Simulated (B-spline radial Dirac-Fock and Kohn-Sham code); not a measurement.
# Elastic and transport cross sections of magnesium for electrons

Method: relativistic (Dirac) partial waves in the static field of the Dirac-Fock atom with Furness-McCarthy exchange, without polarisation or absorption potentials. Computed with a radial finite-basis atomic code. σ_tr1 and σ_tr2 weight the cross section with 1 − P₁ and 1 − P₂ of cos θ; "backward" is the share scattered beyond 90°.

```
energy (eV)  σ (a₀²)  σ_tr1 (a₀²)  σ_tr2 (a₀²)  σ/σ_tr1  backward (%)
      53500    0.119     0.000417      0.00107      286         0.025
      74500        ?            ?            ?        ?             ?
      75200   0.0901     0.000229     0.000595      393         0.016
      79100   0.0865     0.000210     0.000546      412         0.015
      82900   0.0833     0.000193     0.000504      431         0.015
      97200   0.0737     0.000147     0.000385      502         0.012
     100000   0.0721     0.000140     0.000367      516         0.011
     122000   0.0623     9.95e-05     0.000263      626        0.0088
     134000   0.0583     8.48e-05     0.000225      687        0.0078
     200000   0.0450     4.35e-05     0.000117     1030        0.0044
     300000   0.0361     2.26e-05     6.14e-05     1600        0.0024
```

Problem. Fill in the row for 74.5 keV.

Solution. σ = 0.0907 a₀², σ_tr1 = 0.000233 a₀², σ_tr2 = 0.000605 a₀², σ/σ_tr1 = 389, backward 0.017 %. The ratio σ/σ_tr1 is roughly the number of elastic collisions that randomise the direction.
